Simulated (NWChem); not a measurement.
# CH₄AlClSe; SMILES [Al]([SeH])([CH3])[Cl]

```xyz
8

Al    -0.4752    -0.6066    -0.0668
Cl     0.9970    -2.0942    -0.3387
C     -2.3555    -1.0861    -0.0278
H     -2.6420    -1.5783    -0.9719
H     -3.0178    -0.2201     0.1224
H     -2.5467    -1.8097     0.7819
Se     0.3671     1.5327     0.1648
H     -0.9840     2.0999     0.3110
```
Atoms are numbered in this order, from 1.

Program: NWChem. Coordinates come from a PBE0/def2-SVP optimisation. Vzz is the largest principal value of the second derivative of the potential at the nucleus (NWChem prints the opposite sign); η is the asymmetry. Non-relativistic.

Q: Predict the results for CAM-B3LYP/def2-TZVP. Quantities: Vzz Al1 (a.u.); η Al1; Vzz Cl2 (a.u.); η Cl2; Vzz Se7 (a.u.); η Se7.

A: 
| Item | Result |
|---|---|
| Vzz Al1 (a.u.) | 1.043 |
| η Al1 | 0.64 |
| Vzz Cl2 (a.u.) | 1.281 |
| η Cl2 | 0.38 |
| Vzz Se7 (a.u.) | 3.606 |
| η Se7 | 0.77 |
